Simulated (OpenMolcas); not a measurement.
Cr3+ with 4 ligands (fluoride) in tetrahedral coordination (Td). A charge of +0.25 e stands 3.2 Å behind each ligand. Ligand basis ANO-RCC-VDZP.

```json
{"Program": "OpenMolcas", "Method": "CASSCF", "Basis": "ANO-RCC-VDZP [5s4p2d1f]", "Scalar Hamiltonian": "DKH2, point nucleus", "Active space": "3 electrons in 5 orbitals (3d)", "State averaging": "2S+1 = 4 even, 10 roots; 2S+1 = 2 even, 40 roots", "Spin-orbit coupling": "state interaction with AMFI integrals over the reference wave functions"}
```

All ligands move together. At R = 1.74 Å |10Dq| is 8954 cm-1, and at R = 1.79 Å it is 7948 cm-1.

A third run gives 7045 cm-1. What distance was it run at?

With a power law R^-n the two known points give n = -ln(7948 / 8954) / ln(1.79 / 1.74) = 4.21. Then R = 1.74 × (8954 / 7045)^(1/4.21) = 1.842 Å. The run was at 1.84 Å, so the estimate is off by +0.002 Å.

An orbital triplet at a regular site is open to Jahn-Teller coupling, which can distort the site and quench the lowest spin-orbit gaps and is left out. Without dynamic correlation the repulsion within the d shell is too large (B by tens of per cent), so at a given field states of lower spin stand too high. Ligand-to-metal charge-transfer states are missing. With no ligand orbital active B as a rule stays too high, so bands that hang on it stand too high and its fall with covalency is understated. With metal d orbitals alone and no dynamic correlation the field as a rule comes out too small, by tens of per cent, by up to half for chloride and softer ligands. No measured value stands beside these numbers; the geometry was imposed, not optimised, and the real ion may take another.
